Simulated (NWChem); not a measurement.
## Atomisation of H2ClSi

```
Si
H 1 1.5090
H 1 1.5090 2 110.53
Cl 1 2.0841 2 108.87 3 119.55
```
Charge 0, spin multiplicity 2.

The numbers come from NWChem runs, not from measurements. The geometry was optimised at UPBE/def2-SVP, a minimum by its harmonic frequencies.

Basis set: def2-TZVP. The atomisation energy is electronic alone: no zero-point, thermal, spin-orbit or counterpoise terms. No value is extrapolated to the basis-set limit. Free atoms are single determinants with multiplicities Si 3, Cl 2, H 2. Correlated methods freeze the same cores in atoms and molecule, 10 orbitals in all.

The structure started from a generated list of species. The unpaired electrons of the parent sit in orbitals of symmetry a' (Cs labels of the run); other states weren't searched. No SCF solution was tested for a lower state. Open-shell Hartree-Fock references start from PBE0 orbitals. No row is a measurement; the coupled-cluster row has its own basis-set and correlation limits.

**Question.** One of these methods gave an atomisation energy of 246.0 kcal/mol. Which?
(A) MP2
(B) r2SCAN
(C) CCSD(T)
(D) PBE

**Answer.** B, r2SCAN. The others give 231.2 (CCSD(T)), 232.8 (MP2), 241.3 (PBE).
